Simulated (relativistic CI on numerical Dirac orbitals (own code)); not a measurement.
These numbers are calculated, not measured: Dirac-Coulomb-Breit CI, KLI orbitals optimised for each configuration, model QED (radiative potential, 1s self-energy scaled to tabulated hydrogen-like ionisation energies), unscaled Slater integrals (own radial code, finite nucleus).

The strongest absorption lines from the ground level of an ion, among the configurations computed and to levels below about 426 eV (vacuum wavelength in nm, gf): 3.9515 (0.11), 4.2816 (0.079), 4.4816 (0.66), 4.4863 (0.33), 4.5355 (0.82), 4.5595 (0.18), 4.6581 (0.8), 4.9852 (0.12).

**Question.** Which ion is it?
A. Te XXX
B. Ce XXXVIII
C. Ce XXXVI
D. Pm XXXIX

**Answer.** C. Ce XXXVI has 23 electrons and the ground level 3s2.3p6.3d5 6S_5/2; the strongest line goes to 3s2.3p5.3d6 6P°_5/2. The pattern of lines fixes the number of electrons, and along that sequence the line energies rise steadily with the charge (about as its square where n changes within one kind of shell, about linearly where n is kept but much faster in heavy ions where fine structure, which grows about as Z⁴, sets the gap, and irregularly where shells cross), which fixes Z. Configurations outside the model, such as inner-shell arrays, can give stronger lines. At this charge energies of transitions that change n are usually good to better than 1 %, and those within a shell (Δn = 0) to a few per cent. Terms inside the open d or f shell come out 10 to 20 % too wide with unscaled integrals.

LS names give the leading component of a level, which can be under half, so a name can repeat, a term be missing and a line seem to break the LS rules.
